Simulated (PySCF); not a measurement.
Electron correlation in Pt⁶⁶⁺ (platinum, charge +66)

Starting occupation: [Ne] 3s2. Computed with PySCF 2.14 in an even-tempered Gaussian basis (17 s from 7.9 bohr⁻², ratio 2.6; 14 p from 10 bohr⁻², ratio 2.6; 6 d from 11 bohr⁻², ratio 2.8; 4 f from 140 bohr⁻², ratio 2.8), with X2C-1e with screened-nucleus spin-orbit coupling, Gaussian nucleus. Frozen: 1s2; 10 electrons correlated; the 50 highest virtual spinors left out.

MP2 pair energies summed by pair of shells (mhartree):

```csv
pair,energy,share (%)
3s1/2-3s1/2,-118.97,23.4
2p1/2-2p3/2,-105.85,20.8
2p3/2-2p3/2,-99.46,19.5
2p3/2-3s1/2,-48.36,9.5
2p3/2-2s1/2,-44.44,8.7
2p1/2-2p1/2,-25.23,5.0
2p1/2-2s1/2,-24.33,4.8
2p1/2-3s1/2,-20.28,4.0
2s1/2-2s1/2,-12.10,2.4
2s1/2-3s1/2,-10.13,2.0
```

Total MP2 correlation energy: -509.15 mhartree.

The virtual space was cut to 56 spinors, which keep -447.36 of the -509.15 mhartree of MP2 correlation.

| level | correlation energy (mhartree) |
| --- | --- |
| CCSD | -480.80 |
| (T) | -0.58 |
| CCSD(T) | -481.38 |

Diagnostics: T1 = 8.1e-05, largest double amplitude 0.080.

**Question.** Is a single reference adequate?

**Answer.** Mostly. T1 lies below 0.03, but a double amplitude of this size points to a near-degeneracy that CCSD handles and MP2 describes poorly.

The coupled-cluster values are those of the cut space; adding the MP2 remainder, -61.79 mhartree, estimates the full space.

At this charge the one-electron X2C treatment keeps the bare 1/r₁₂, with no two-electron picture change or Breit term. The effect here is smaller than on the frozen 1s shell.
